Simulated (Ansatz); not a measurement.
A structure relaxed at PBE-D4/def2-TZVP in Ansatz, charge 0, singlet:

```
atom   x (Å)   y (Å)   z (Å)
 Zn1   0.493  -0.996  -0.369
  C2  -0.314   0.635   0.235
  H3  -0.387   0.634   1.331
  H4  -1.322   0.734  -0.189
  H5   0.293   1.493  -0.082
  F6   1.237  -2.500  -0.926
```

(1) Give its formula, name or SMILES and point group.

(2) Summarise the bond lengths by kind (pairs closer than 1.2 times the sum of covalent radii, bridged metal pairs left out).

Answers

(1) ZnMeF (CH₃FZn). Point group C3v (tolerance 0.1 Å).

(2) 1 × C–Zn 1.92 Å; 1 × F–Zn 1.77 Å; 3 × C–H 1.10 Å. The metal has 2 neighbours: C 1.92 Å, F 1.77 Å.
